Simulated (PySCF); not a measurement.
Species: C7H5F3NP.
Atom-mapped SMILES: `[F:1][C:2]([F:3])([F:4])/[CH:5]=[P:6]\[c:7]1[cH:8][cH:9][cH:10][cH:11][n:12]1`

Geometry (GFN2-xTB, Å), atoms numbered from 1 in this order:
```xyz
17
C7H5F3NP angstrom
F      1.4193    1.0272    1.2538
C      2.3571    0.1766    0.7949
F      2.0696   -1.0158    1.3718
F      3.5185    0.5716    1.3398
C      2.4419    0.0994   -0.6842
P      1.1859   -0.0810   -1.7769
C     -0.2800   -0.0897   -0.6723
C     -0.6605   -1.1294    0.1662
C     -1.8010   -0.9518    0.9319
C     -2.5086    0.2351    0.8198
C     -2.0543    1.1955   -0.0724
N     -0.9724    1.0324   -0.8096
H      3.4537    0.1624   -1.0560
H     -0.0745   -2.0345    0.2255
H     -2.1291   -1.7287    1.6070
H     -3.3963    0.4094    1.4069
H     -2.5764    2.1332   -0.2068
```

Definitions: NICS(0) = −σiso at the ring centroid; NICS(1) = −σiso and NICS(1)zz = −σzz at ±1 Å along the ring normal z. Level: GIAO PBE0/pcSseg-1 (PySCF, non-relativistic, gas phase) on the GFN2-xTB geometry, one conformer.

Ring bond lengths (Å), with Mayer bond orders in brackets: C7–C8 1.389 (1.32), C8–C9 1.385 (1.44), C9–C10 1.386 (1.43), C10–C11 1.387 (1.39), C11–N12 1.319 (1.50), N12–C7 1.326 (1.41).

Task: Give the NICS values of each ring in ppm.

Result: 
```csv
ring,type,NICS(0),"NICS(1), two faces","NICS(1)zz, two faces",rms pucker (Å),"centre to ring atoms, mean (Å)"
C7–C8–C9–C10–C11–N12,6-membered ring with N; formal bonds all aromatic,-6.9,-11.0 / -10.7,-29.0 / -28.4,0.01,1.37
```

Task: What can be read from them?

Result: 
- C7–C8–C9–C10–C11–N12: mean NICS(1)zz -28.7 ppm, shielded, aromatic by this magnetic criterion (flat ring, no four-coordinate atom).

Task: And the bond-length index? HOMA = 1 − mean of α(R − Ropt)² over the ring bonds, with Krygowski's 1993 parameters (CC: Ropt 1.388 Å, α 257.7 Å⁻²; CN: Ropt 1.334 Å, α 93.52 Å⁻²).

Result: 
- C7–C8–C9–C10–C11–N12: HOMA 1.00; the largest term is that of C11–N12, α(R − Ropt)² = 0.02. The geometric and the magnetic index point the same way.
